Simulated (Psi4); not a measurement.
FGa (SMILES [F][Ga]), singlet, geometry from GFN2-xTB (such geometries of metal compounds can be far from the true shape); HF/6-31G** (Psi4 1.11).

The Psi4 input:
```
memory 2 GB

molecule {
0 1
  Ga   -0.00000000   -0.00000000   -0.40479707
  F     0.00000000    0.00000000    1.39430103
}

set basis 6-31g**

energy('scf')
print_variables()
```

The log (banner, timings and long lists left out):

```
   => Loading Basis Set <=

    Name: 6-31G**
    Role: ORBITAL
    Keyword: BASIS

         ---------------------------------------------------------
                                   SCF
               by Justin Turney, Rob Parrish, Andy Simmonett
                          and Daniel G. A. Smith
                              RHF Reference
         ---------------------------------------------------------

  ==> Geometry <==

    Molecular point group: c2v
    Full point group: C_inf_v

    Geometry (in Angstrom), charge = 0, multiplicity = 1:

       Center              X                  Y                   Z               Mass
    ------------   -----------------  -----------------  -----------------  -----------------
         GA           0.000000000000     0.000000000000    -0.388744826274    68.925573500000
         F            0.000000000000     0.000000000000     1.410353273726    18.998403162730

  Running in c2v symmetry.

  Rotational constants: A = ************  B =      0.34970  C =      0.34970 [cm^-1]
  Rotational constants: A = ************  B =  10483.76661  C =  10483.76661 [MHz]
  Nuclear repulsion =   82.063586069558980

  Charge       = 0
  Multiplicity = 1
  Electrons    = 40
  Nalpha       = 20
  Nbeta        = 20

  ==> Algorithm <==

  SCF Algorithm Type is DF.
  DIIS enabled.
  MOM disabled.
  Fractional occupation disabled.
  Guess Type is SAD.
  Energy threshold   = 1.00e-06
  Density threshold  = 1.00e-06
  Integral threshold = 1.00e-12

  ==> Primary Basis <==

  Basis Set: 6-31G**
    Blend: 6-31G**
    Number of shells: 18
    Number of basis functions: 50
    Number of Cartesian functions: 50
    Spherical Harmonics?: false
    Max angular momentum: 2

   => Loading Basis Set <=

    Name: (6-31G** AUX)
    Role: JKFIT
    Keyword: DF_BASIS_SCF

  ==> Integral Setup <==

  SCF_SUBTYPE=INCORE selected. In-core MEM_DF algorithm will be used.
  Using in-core AOs.

  ==> MemDFJK: Density-Fitted J/K Matrices <==

    J tasked:                   Yes
    K tasked:                   Yes
    wK tasked:                   No
    Algorithm:                 Core
    Schwarz Cutoff:           1E-12
    Mask sparsity (%):       0.4800
    Fitting Condition:        1E-10

   => Auxiliary Basis Set <=

  Basis Set: (6-31G** AUX)
    Blend: CC-PVDZ-JKFIT
    Number of shells: 71
    Number of basis functions: 290
    Number of Cartesian functions: 290
    Spherical Harmonics?: false
    Max angular momentum: 3

  Minimum eigenvalue in the overlap matrix is 6.8093270807E-04.
  Reciprocal condition number of the overlap matrix is 1.3443428670E-04.
    Using symmetric orthogonalization.

  ==> Pre-Iterations <==

  SCF Guess: Superposition of Atomic Densities via on-the-fly atomic UHF (no occupation information).

   -------------------------
    Irrep   Nso     Nmo
   -------------------------
     A1        26      26
     A2         4       4
     B1        10      10
     B2        10      10
   -------------------------
    Total      50      50
   -------------------------

  ==> Iterations <==

                           Total Energy        Delta E     RMS |[F,P]|

   @DF-RHF iter SAD: -2017.19063011824869   -2.01719e+03   0.00000e+00
   @DF-RHF iter   1: -2020.59447089323703   -3.40384e+00   9.06026e-02 ADIIS/DIIS
   @DF-RHF iter   2: -2020.67822781895484   -8.37569e-02   9.70768e-02 ADIIS/DIIS
   @DF-RHF iter   3: -2021.96967710979197   -1.29145e+00   6.94865e-03 ADIIS/DIIS
   @DF-RHF iter   4: -2021.97931835589998   -9.64125e-03   7.90607e-04 ADIIS/DIIS
   @DF-RHF iter   5: -2021.97960330375099   -2.84948e-04   3.14763e-04 ADIIS/DIIS
   @DF-RHF iter   6: -2021.97965386340024   -5.05596e-05   2.94869e-05 DIIS
   @DF-RHF iter   7: -2021.97965504665217   -1.18325e-06   6.45266e-06 DIIS
   @DF-RHF iter   8: -2021.97965510506174   -5.84096e-08   1.63655e-06 DIIS
   @DF-RHF iter   9: -2021.97965510922654   -4.16480e-09   4.47518e-07 DIIS
  Energy and wave function converged.

  ==> Post-Iterations <==

    Orbital Energies [Eh]
    ---------------------

    Doubly Occupied:

       1A1  -378.923761     2A1   -48.292476     1B2   -42.623208
       1B1   -42.623208     3A1   -42.621277     4A1   -26.215815
       5A1    -6.468697     2B1    -4.555691     2B2    -4.555691
       6A1    -4.550373     7A1    -1.483357     1A2    -1.142605
       8A1    -1.142605     3B1    -1.138155     3B2    -1.138155
       9A1    -1.135576    10A1    -0.618985     4B1    -0.563434
       4B2    -0.563434    11A1    -0.367725

    Virtual:

       5B2     0.039734     5B1     0.039734    12A1     0.112270
      13A1     0.163984     6B1     0.255597     6B2     0.255597
      14A1     0.367961     2A2     0.580251    15A1     0.580251
       7B2     0.642567     7B1     0.642567    16A1     0.791311
      17A1     1.115112    18A1     1.536934     8B2     1.658240
       8B1     1.658240    19A1     2.031052     3A2     2.204011
      20A1     2.204011     9B2     2.289938     9B1     2.289938
      21A1     2.481206     4A2     3.289596    22A1     3.289596
      10B1     3.321871    10B2     3.321871    23A1     3.517343
      24A1     3.666789    25A1     4.516840    26A1    75.434312

    Final Occupation by Irrep:
             A1    A2    B1    B2
    DOCC [    11,    1,    4,    4 ]
    NA   [    11,    1,    4,    4 ]
    NB   [    11,    1,    4,    4 ]

  @DF-RHF Final Energy: -2021.97965510922654

   => Energetics <=

    Nuclear Repulsion Energy =             82.0635860695589798
    One-Electron Energy =               -2986.6380537589966480
    Two-Electron Energy =                 882.5948125802111690
    Total Energy =                      -2021.9796551092267691

Computation Completed

Properties will be evaluated at   0.000000,   0.000000,   0.000000 [a0]

Properties computed using the SCF density matrix

 Multipole Moments:

 ------------------------------------------------------------------------------------
     Multipole            Electronic (a.u.)      Nuclear  (a.u.)        Total (a.u.)
 ------------------------------------------------------------------------------------

 L = 1.  Multiply by 2.5417464519 to convert [e a0] to [Debye]
 Dipole X            :          0.0000000            0.0000000            0.0000000
 Dipole Y            :          0.0000000            0.0000000            0.0000000
 Dipole Z            :         -2.0514795            1.2133740           -0.8381055
 Magnitude           :                                                    0.8381055

 ------------------------------------------------------------------------------------

  Variable Map:
  ----------------------------------------------------------------------------
  "CURRENT ENERGY"           =>   -2021.979655109227
  "CURRENT REFERENCE ENERGY" =>   -2021.979655109227
  "DD SOLVATION ENERGY"      =>       0.000000000000
  "HF KINETIC ENERGY"        =>    2020.567505529446
  "HF POTENTIAL ENERGY"      =>   -4042.547160638673
  "HF TOTAL ENERGY"          =>   -2021.979655109227
  "HF VIRIAL RATIO"          =>       2.000698887603
  "NUCLEAR REPULSION ENERGY" =>      82.063586069559
  "ONE-ELECTRON ENERGY"      =>   -2986.638053758997
  "PCM POLARIZATION ENERGY"  =>       0.000000000000
  "PE ENERGY"                =>       0.000000000000
  "SCF ITERATION ENERGY"     =>   -2021.979655109227
  "SCF ITERATIONS"           =>       9.000000000000
  "SCF TOTAL ENERGY"         =>   -2021.979655109227
  "TWO-ELECTRON ENERGY"      =>     882.594812580211

  Array Variable Map:
  ----------------------------------------------------------------------------
  "CURRENT DIPOLE"           =>       0.000000000000 ... -0.838105543302 1 by 3
  "SCF DIPOLE"               =>       0.000000000000 ... -0.838105543302 1 by 3
  "SCF TOTAL ENERGIES"       =>   -2017.190630118249 ... -2021.979655109227 1 by 10
```
